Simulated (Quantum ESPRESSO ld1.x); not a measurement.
The numbers below are computed, except where a source is named.
One sound ld1.x (Quantum ESPRESSO 7.5) input for the samarium ion Sm2+ gives E = -10426.71 hartree in 32 iterations:

```
 &input
    zed=62.0,
    iswitch=1,
    rel=2,
    dft='PZ',
    config='[Xe] 4f6',
    lsmall=.true.,
    prefix='ld1',
    max_out_wfc=37,
    file_charge='ld1.rho',
 /
```

Changed or added lines, one case at a time, and what came of them:

- config='[Xe] 4f6 6p3': not converged. The string holds 63 electrons for Z = 62, so the species has charge -1 and is not the one meant. The extra electrons are not bound, and the cycle does not converge.
- rmax=1000.0: harmless. The energy moves by less than 1e-5 hartree against the default mesh (-10426.71 hartree).
- tr2=1e-25: usable despite the warning. The threshold lies below the rounding noise, so the cycle runs to its limit and warns, but the energy differs from the sound run by less than 1e-5 hartree.
- rel=1 lsd=1 dft='PBE': silently wrong. The run ends normally, but in this build (ld1.x 7.5) Etot and Exc of a spin-polarised run lack the gradient corrections of exchange and correlation and come out near their LSDA values (nitrogen, PBE: -54.132 hartree against -54.536 from two other codes). The eigenvalues and orbitals are those of the GGA; the energies must not be used.
- isic=1 latt=1: refused. The program stops in ld1_readin with "isic and latter correction not allowed": the two corrections exclude each other.
- tr2=1e-3: inaccurate. The cycle stops early, after 7 iterations, and the energy is off by -0.4147 hartree against the sound run.
- dft='XYZ': refused. The program stops in set_dft_from_name with "XYZ: unrecognized dft": the name is not a functional that the program knows.
